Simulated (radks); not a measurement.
Task: The table gives one normalised radial function P(r) = r R(r) (large component) of K5+ in [Ne] 3s2 3p2 (r in bohr). Calculated with a radial shooting solver on a logarithmic mesh with Libxc functionals: Dirac Kohn-Sham, PBE, spin-unpolarised, spherical densities, finite nucleus; open shells fill j = l - 1/2 first; Fermi nuclear charge, rms radius 3.4349 fm.

| r | P |
|---|---|
| 0.003336 | 0.0030 |
| 0.004743 | 0.0056 |
| 0.00669 | 0.0105 |
| 0.009513 | 0.0199 |
| 0.01342 | 0.0373 |
| 0.01908 | 0.0701 |
| 0.02691 | 0.1278 |
| 0.03827 | 0.2302 |
| 0.05398 | 0.3938 |
| 0.07676 | 0.6459 |
| 0.1083 | 0.9733 |
| 0.154 | 1.3377 |
| 0.2172 | 1.5989 |
| 0.3088 | 1.6011 |
| 0.4356 | 1.2693 |
| 0.6193 | 0.7286 |
| 0.8736 | 0.2804 |
| 1.242 | 0.0593 |
| 1.752 | 0.0059 |
| 2.491 | 0.0002 |
| 3.514 | 0.0000 |

Which n and l does it have? It may be an empty orbital.

Result: n = 2, l = 1: the number of nodes gives n - l - 1 = 0, the rise at small r points to l (for j = l - 1/2 the large component starts outside the nucleus as r^gamma with gamma = sqrt(l^2 - (Z/c)^2) = 0.99 and the r^(l+1) term takes over further out; the orbital of l - 1 with the same j starts with the same power, but with a larger coefficient, and does not steepen), and the extent must fit the shell. The curve is that of 2p1/2; the two j differ most near the nucleus, where j = l - 1/2 has the larger amplitude, and in heavy atoms j = l - 1/2 is also the more compact. 2p1/2: eigenvalue -368.57 eV, 0 radial nodes, <r> = 0.347 bohr, 90 % of the charge inside 0.573 bohr.
